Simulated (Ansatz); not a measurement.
CH6ClNOSi, SMILES `C[Si](N)(O)Cl` from Hartree–Fock to CCSD(T)

```tsv
atom	x (Å)	y (Å)	z (Å)
C1	0.234	1.212	-0.847
Si2	-0.255	-0.167	0.282
N3	0.990	-1.311	0.377
O4	-1.594	-0.988	-0.180
Cl5	-0.749	0.710	2.111
H6	1.154	1.692	-0.504
H7	-0.546	1.975	-0.884
H8	0.398	0.830	-1.858
H9	0.831	-2.201	0.820
H10	1.953	-1.025	0.446
H11	-2.417	-0.727	0.236
```

Charge 0, multiplicity 1. All single points use the PBE0-D4/def2-TZVP geometry. It is one conformer, not always the lowest. Frozen core, restricted reference, Ansatz 0.2.0. CBS rows extrapolate triple and quadruple zeta; past MP2 they add the triple-zeta difference.

```json
{"basis": "def2-SVP", "HF (Eh)": "-918.89454", "MP2 corr.": "-0.72653"}
{"basis": "def2-TZVPP", "HF (Eh)": "-919.37628", "MP2 corr.": "-0.94041"}
{"basis": "def2-QZVPP", "HF (Eh)": "-919.40688", "MP2 corr.": "-1.01704"}
```

Question: Estimate the CCSD correlation energy and the (T) correction in each basis where they were run (hartree).

Answer: 
```csv
basis,CCSD corr.,(T)
def2-SVP,-0.77444,-0.01808
def2-TZVPP,-0.98360,-0.03774
CBS(def2),-1.11698,as TZ
```
